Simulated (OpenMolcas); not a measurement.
## Fe2+, Ru2+, Os2+: d⁶ down the group

```
Program             : OpenMolcas 26.06
Method              : MS-CASPT2, IPEA 0.25 Eh, imaginary shift 0.1 Eh
Basis               : ANO-R3
Scalar Hamiltonian  : X2C, finite nucleus
Spin-orbit coupling : RASSI with atomic mean-field integrals over the reference wave functions, term energies averaged over their components
```

Active space for each ion: 6 electrons in 5 orbitals (d); closed shells correlated by CASPT2: Fe2+ 3s 3p; Ru2+ 4s 4p; Os2+ 5s 5p.

Computed levels in cm-1 above ⁵D₄:

| Level | Fe2+ | Ru2+ | Os2+ |
| --- | --- | --- | --- |
| ⁵D₃ | 438 | 1175 | 4720 |
| ⁵D₂ | 745 | 1867 | 4680 |
| ⁵D₁ | 943 | 2320 | 7180 |
| ⁵D₀ | 1039 | 2540 | 7450 |
| ³P₂(1) | 18780 | 15320 | 16590 |
| ³H₆ | 19760 | 15580 | 16730 |
| ³H₅ | 19980 | 15840 | 24700 |
| ³P₁(1) | 20060 | 18650 | 29430 |
| ³F₃(1) | 21250 | 17380 | 19010 |
| weight of ⁵D in the lowest level (%) | 100 | 99 | 85 |

Mixed levels, with the weight of the term that names them: Os2+ ⁵D₂ (68 %), Os2+ ³P₂(1) (51 %), Os2+ ³H₅ (50 %), Os2+ ³P₁(1) (71 %), Os2+ ³F₃(1) (52 %).

Measured, with the error of the calculation in %. Measured levels: Fe2+ from Corliss and Sugar, J. Phys. Chem. Ref. Data 11, 135 (1982); Ru2+ from Moore, Atomic Energy Levels, vol. III, NSRDS-NBS 35 (1971 reprint of NBS Circular 467, 1958).

```json
{"Level": "⁵D₃", "Fe2+": "436 (+0.4)", "Ru2+": "1159 (+1.4)"}
{"Level": "⁵D₂", "Fe2+": "739 (+0.9)", "Ru2+": "1826 (+2.2)"}
{"Level": "⁵D₁", "Fe2+": "932 (+1.1)", "Ru2+": "2266 (+2.4)"}
{"Level": "⁵D₀", "Fe2+": "1027 (+1.2)", "Ru2+": "2476 (+2.5)"}
{"Level": "³P₂(1)", "Fe2+": "19405 (-3.2)", "Ru2+": ""}
{"Level": "³H₆", "Fe2+": "20051 (-1.5)", "Ru2+": ""}
{"Level": "³H₅", "Fe2+": "20301 (-1.6)", "Ru2+": ""}
{"Level": "³P₁(1)", "Fe2+": "20688 (-3.0)", "Ru2+": ""}
{"Level": "³F₃(1)", "Fe2+": "21700 (-2.1)", "Ru2+": ""}
```

The fine-structure level ⁵D₀ changes by a factor of 7.17 from Fe2+ to Os2+.

Without spin-orbit coupling ³P(1) lies 18960, 15670, 14780 cm-1 above ⁵D in that order; the difference to the level ³P₂(1), of either sign, comes from spin-orbit coupling, which also lowers the zero.

CASPT2 breaks the degeneracy within a term, and the mean is taken; among the terms shown or strongly mixed into the levels shown the widest spread is 1200 cm-1 (5d⁶ ¹I, Os2+). Levels of configurations with an s electron are missing; early in the row they begin among the upper levels of the d shell and mix with terms of their name (holds for Ru2+). Configurations with an s electron lie low in 5d ions of this charge, fall among these levels and mix in, so low-spin terms can stand far too high, up to twice their true height, and weights are not those of the real levels (holds for Os2+). Computed and measured levels are paired by configuration, term and J; levels that our copy of the source lacks, or whose pairing is in doubt (as where it misses far off the trend of its configuration), stay unpaired and out of the deviations. Only configurations of the active space appear.

A number in round brackets counts repeated terms of one configuration in the order of the reference energies.
